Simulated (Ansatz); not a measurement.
**Molecular dynamics of AlClFH$_{3}$O**

The input (input.yaml):

```yaml
crystal:
  periodic: [false, false, false]
  atoms:
    - { symbol: Al, position_ang: [0.153612, -0.275954, -0.070537] }
    - { symbol: H, position_ang: [0.156275, -0.030565, 1.67805] }
    - { symbol: Cl, position_ang: [1.825985, 0.549694, -1.03593] }
    - { symbol: F, position_ang: [-1.380761, -0.032858, -0.700607] }
    - { symbol: O, position_ang: [0.348694, -1.973127, 0.640804] }
    - { symbol: H, position_ang: [-0.372197, -2.63081, 0.584384] }
    - { symbol: H, position_ang: [0.199293, -1.08488, 1.539436] }
basis:
  gaussian: { orbitals: def2-SVP }
hamiltonian:
  xc: pbe
md:
  timestep: 0.5
  n_steps: 200
  ensemble: nve
  temperature: 300.0
  initial_velocities: maxwell_boltzmann
  seed: 10516
```

Command:

```bash
$ ansatz run input.yaml --threads 1 --pin off --max-ram 2048MiB --backend cpu --events-out ev --progress --plain --runs-dir out
```

It starts at the highest image of a converged band, a first-order saddle point between two minima.

Output, in part (one step line in 7, the closing report, with atoms numbered from 0):

```
md step     0: t =     0.00 fs  T =   300.0 K  F+E_penalty+E_count = -23912.74443250 eV  E_kin = 0.193890 eV  conserved = -23912.55054250 eV  (25 SCF iters)
md step     7: t =     3.50 fs  T =   185.7 K  F+E_penalty+E_count = -23912.67013185 eV  E_kin = 0.120004 eV  conserved = -23912.55012812 eV  (30 SCF iters)
md step    14: t =     7.00 fs  T =   180.3 K  F+E_penalty+E_count = -23912.66675653 eV  E_kin = 0.116526 eV  conserved = -23912.55023038 eV  (30 SCF iters)
md step    21: t =    10.50 fs  T =   245.8 K  F+E_penalty+E_count = -23912.70903154 eV  E_kin = 0.158868 eV  conserved = -23912.55016309 eV  (28 SCF iters)
md step    28: t =    14.00 fs  T =   390.7 K  F+E_penalty+E_count = -23912.80310111 eV  E_kin = 0.252516 eV  conserved = -23912.55058467 eV  (27 SCF iters)
md step    35: t =    17.50 fs  T =   539.1 K  F+E_penalty+E_count = -23912.89874081 eV  E_kin = 0.348388 eV  conserved = -23912.55035240 eV  (26 SCF iters)
md step    42: t =    21.00 fs  T =   639.5 K  F+E_penalty+E_count = -23912.96320625 eV  E_kin = 0.413294 eV  conserved = -23912.54991207 eV  (28 SCF iters)
md step    49: t =    24.50 fs  T =   739.7 K  F+E_penalty+E_count = -23913.02894119 eV  E_kin = 0.478046 eV  conserved = -23912.55089542 eV  (27 SCF iters)
md step    56: t =    28.00 fs  T =   776.4 K  F+E_penalty+E_count = -23913.05282223 eV  E_kin = 0.501776 eV  conserved = -23912.55104573 eV  (29 SCF iters)
md step    63: t =    31.50 fs  T =   764.7 K  F+E_penalty+E_count = -23913.04566540 eV  E_kin = 0.494200 eV  conserved = -23912.55146513 eV  (28 SCF iters)
md step    70: t =    35.00 fs  T =   727.4 K  F+E_penalty+E_count = -23913.02172572 eV  E_kin = 0.470135 eV  conserved = -23912.55159106 eV  (28 SCF iters)
md step    77: t =    38.50 fs  T =   687.3 K  F+E_penalty+E_count = -23912.99445463 eV  E_kin = 0.444217 eV  conserved = -23912.55023797 eV  (28 SCF iters)
md step    84: t =    42.00 fs  T =   712.0 K  F+E_penalty+E_count = -23913.01000320 eV  E_kin = 0.460176 eV  conserved = -23912.54982738 eV  (28 SCF iters)
md step    91: t =    45.50 fs  T =   728.6 K  F+E_penalty+E_count = -23913.02047113 eV  E_kin = 0.470882 eV  conserved = -23912.54958935 eV  (28 SCF iters)
md step    98: t =    49.00 fs  T =   748.3 K  F+E_penalty+E_count = -23913.03311314 eV  E_kin = 0.483616 eV  conserved = -23912.54949724 eV  (26 SCF iters)
md step   105: t =    52.50 fs  T =   752.9 K  F+E_penalty+E_count = -23913.03662786 eV  E_kin = 0.486588 eV  conserved = -23912.55004033 eV  (26 SCF iters)
md step   112: t =    56.00 fs  T =   790.4 K  F+E_penalty+E_count = -23913.06217777 eV  E_kin = 0.510812 eV  conserved = -23912.55136603 eV  (27 SCF iters)
md step   119: t =    59.50 fs  T =   798.4 K  F+E_penalty+E_count = -23913.06719119 eV  E_kin = 0.516021 eV  conserved = -23912.55117033 eV  (26 SCF iters)
md step   126: t =    63.00 fs  T =   819.9 K  F+E_penalty+E_count = -23913.08147017 eV  E_kin = 0.529891 eV  conserved = -23912.55157945 eV  (27 SCF iters)
md step   133: t =    66.50 fs  T =   810.2 K  F+E_penalty+E_count = -23913.07537042 eV  E_kin = 0.523616 eV  conserved = -23912.55175415 eV  (24 SCF iters)
md step   140: t =    70.00 fs  T =   748.5 K  F+E_penalty+E_count = -23913.03424115 eV  E_kin = 0.483733 eV  conserved = -23912.55050798 eV  (25 SCF iters)
md step   147: t =    73.50 fs  T =   702.1 K  F+E_penalty+E_count = -23913.00408194 eV  E_kin = 0.453768 eV  conserved = -23912.55031429 eV  (26 SCF iters)
md step   154: t =    77.00 fs  T =   641.0 K  F+E_penalty+E_count = -23912.96390260 eV  E_kin = 0.414257 eV  conserved = -23912.54964555 eV  (26 SCF iters)
md step   161: t =    80.50 fs  T =   620.9 K  F+E_penalty+E_count = -23912.95050916 eV  E_kin = 0.401309 eV  conserved = -23912.54920062 eV  (26 SCF iters)
md step   168: t =    84.00 fs  T =   575.4 K  F+E_penalty+E_count = -23912.92167841 eV  E_kin = 0.371898 eV  conserved = -23912.54978043 eV  (26 SCF iters)
md step   175: t =    87.50 fs  T =   561.1 K  F+E_penalty+E_count = -23912.91344774 eV  E_kin = 0.362631 eV  conserved = -23912.55081720 eV  (26 SCF iters)
md step   182: t =    91.00 fs  T =   525.6 K  F+E_penalty+E_count = -23912.89048758 eV  E_kin = 0.339689 eV  conserved = -23912.55079864 eV  (26 SCF iters)
md step   189: t =    94.50 fs  T =   519.3 K  F+E_penalty+E_count = -23912.88740207 eV  E_kin = 0.335616 eV  conserved = -23912.55178645 eV  (26 SCF iters)
md step   196: t =    98.00 fs  T =   479.6 K  F+E_penalty+E_count = -23912.86169824 eV  E_kin = 0.309980 eV  conserved = -23912.55171777 eV  (26 SCF iters)
md step   200: t =   100.00 fs  T =   372.1 K  F+E_penalty+E_count = -23912.79007747 eV  E_kin = 0.240490 eV  conserved = -23912.54958698 eV  (26 SCF iters)
Total energy: -23912.79011945 eV, -878.7788282184 hartree
Atom 0 at     0.194605    -0.643979    -0.507918 Å, force    -1.129655    -0.166784     1.261955 eV/Å
Atom 1 at    -0.774319     2.469748     3.474579 Å, force     1.424512     0.055361     1.036030 eV/Å
Atom 2 at     1.752813     0.588959    -0.899761 Å, force     1.136520     0.647058    -0.652068 eV/Å
Atom 3 at    -1.304146     0.131781    -0.439207 Å, force     0.233745    -0.427230    -0.313159 eV/Å
Atom 4 at     0.420962    -2.059740     0.463745 Å, force    -0.229420     0.370737    -0.383823 eV/Å
Atom 5 at    -0.254120    -1.970364     1.164856 Å, force    -0.011274    -0.420128     0.092132 eV/Å
Atom 6 at    -0.103143     2.496196     3.964649 Å, force    -1.424429    -0.059014    -1.041068 eV/Å
Dipole moment:    -0.103597    -0.194549    -0.045102 e Å
```

The run went to its last step. The conserved energy stayed within 0.2 meV per atom of its start (net change 0.14 meV per atom), so the integration is sound. The system heated up, since it started high on the potential surface and ran downhill. A run of 0.1 ps of so small a system gives no equilibrium averages. The orbitals stay closed-shell, which can raise the energy where a bond breaks towards radicals; this wasn't checked here.

The step under study would form Al1–O5, H2–H7 and break Al1–H2, O5–H7. These pairs go: Al1–O5 1.85 → 1.73 Å, H2–H7 1.06 → 0.83 Å, Al1–H2 1.77 → 5.15 Å, O5–H7 1.27 → 5.77 Å. In the last frame they stand as after the step (other bonds may differ from the relaxed reactants and products). Also parted: Al1–H7 1.80 → 5.47 Å. It ends as AlClFHO + H2. Pairs count as bonded within 1.25 times the sum of covalent radii (0.12 Å more for H–H).

Last frame:

```xyz
7
Properties=species:S:1:pos:R:3
Al 0.195 -0.644 -0.508
H -0.774 2.470 3.475
Cl 1.753 0.589 -0.900
F -1.304 0.132 -0.439
O 0.421 -2.060 0.464
H -0.254 -1.970 1.165
H -0.103 2.496 3.965
```

Time of the run: 6.2 min on 1 thread of Arm Neoverse V2, with other jobs on the host, peak memory 0.15 GiB.
